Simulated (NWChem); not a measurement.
Molecule: C4H12Ge; SMILES [CH3][Ge]([CH3])([CH3])[CH3]

Program: NWChem. Medium grid unless said otherwise, to which SCAN and Minnesota functionals are sensitive. The geometry was optimised at B3LYP/6-31G* (spherical d). B3LYP is NWChem's, with the RPA form of VWN correlation. Total energies of different functionals are on different scales.

```csv
level,energy (Ha),highest occupied level (eV),orbital gap (eV),relative time
B3LYP/def2-SVP,-2236.3495,-7.75,8.87,1
PBE/def2-SVP,-2235.7388,-6.72,7.38,1
r2SCAN0/def2-SVP,-2236.1609,-8.21,10.13,1
revPBE/def2-SVP,-2236.0842,-6.69,7.44,1
SCAN/def2-SVP,-2236.3960,-7.04,8.36,2
"LC-wPBE (HJS exchange hole, range parameter 0.4 per bohr)/def2-SVP",-2235.9452,-10.77,14.42,5
B97-D/def2-SVP,-2237.2298,-6.69,7.49,2
B97-2/def2-SVP,-2236.7904,-7.76,9.26,1
BHandHLYP/def2-SVP,-2236.1680,-9.18,11.25,1
```

The last column is a rough cost ratio, cheapest run = 1.
